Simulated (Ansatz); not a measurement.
Ansatz results at the PBE0-D4/def2-TZVP geometry: ideal-gas entropy at 298 K and 1 bar (rigid rotor, harmonic PBE0-D4/def2-TZVP) 308 J/(mol·K); HOMO energy (PBE/def2-TZVPP) -6.34 eV; HOMO–LUMO gap (B3LYP/def2-TZVPP) 5.83 eV.

Each molecule was computed in one conformer, which needn't be the lowest.

(1) Which molecule gave them?
A. `[BH2][Ge]([F])([F])[AlH2]`
B. `C[NH][Ga]([SH])[Cl]`
C. `O=C[NH][GeH3]`
D. `O=CCBr`

Results:

(1) D. The others give `O=C[NH][GeH3]`: 319, -6.06, 7.45; `[BH2][Ge]([F])([F])[AlH2]`: 407, -6.38, 4.11; `C[NH][Ga]([SH])[Cl]`: 393, -5.77, 5.92.

B3LYP here is the variant with VWN-RPA as its local correlation; programs differ in this.
